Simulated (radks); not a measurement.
Excited configurations of Sr I: one electron is placed in a higher orbital outside [Kr] 5s1. The ground configuration is [Kr] 5s2. Calculated with a radial shooting solver on a logarithmic mesh with Libxc functionals: Dirac Kohn-Sham, PBEsol, spin-unpolarised, spherical densities, finite nucleus; open shells fill j = l - 1/2 first; Fermi nuclear charge, rms radius 4.224 fm. Excitation = E - E(ground); binding = E(ion) - E, where the ion is the core of charge +1; n* = 1/sqrt(2 binding) in atomic units, and the quantum defect is n - n*.

outer orbital,excitation (eV),binding (eV),n*,quantum defect,eigenvalue (eV)
4f5/2,4.977,0.919,3.848,0.152,-0.423
6s1/2,3.792,2.104,2.543,3.457,-1.252
6d3/2,4.981,0.915,3.856,2.144,-0.520
6f5/2,5.426,0.470,5.383,0.617,-0.284
7s1/2,4.740,1.156,3.431,3.569,-0.714
7p1/2,4.962,0.934,3.817,3.183,-0.580
7f5/2,5.540,0.356,6.181,0.819,-0.229

The Delta-SCF ionisation energy is 5.896 eV (NIST Atomic Spectra Database: 5.695 eV, measured). Self-interaction in the functional shifts the binding energies and quantum defects, so they are the method's values and not measured ones. Spin polarisation and multiplet splitting are left out, so open shells lie too high by an amount that depends on their filling.

Beside tabulated values, note that spin-unpolarised runs miss the spin-polarisation part of the exchange energy of open shells.
